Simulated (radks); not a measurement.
Problem. Coherent X-ray form factor from a spherical all-electron density. Method: scalar-relativistic Kohn-Sham, SOGGA, spin-polarised, spherical densities, point nucleus; computed with a radial shooting solver on a logarithmic mesh with Libxc functionals.

sin(theta)/lambda (1/angstrom),f0 (electrons)
0.05,72.791
0.1,69.806
0.15,66.149
0.2,62.444
0.25,58.871
0.3,55.454
0.4,49.142
0.5,43.628
0.6,38.894
0.8,31.286
1,25.567
1.25,20.589
1.5,17.450
2,13.805

The species is in the configuration that NIST lists as its ground one. Which atom or ion scatters so?

Solution. Neutral tungsten, [Xe] 4f14 5d4 6s2. Extrapolating in s^2 from the first two rows gives f0(0) = 73.8, near the electron count 74; among species with that count, the fall with angle is slower the higher Z, and the table is that of Z = 74; from so few rows the species is fixed only to a neighbour or two.
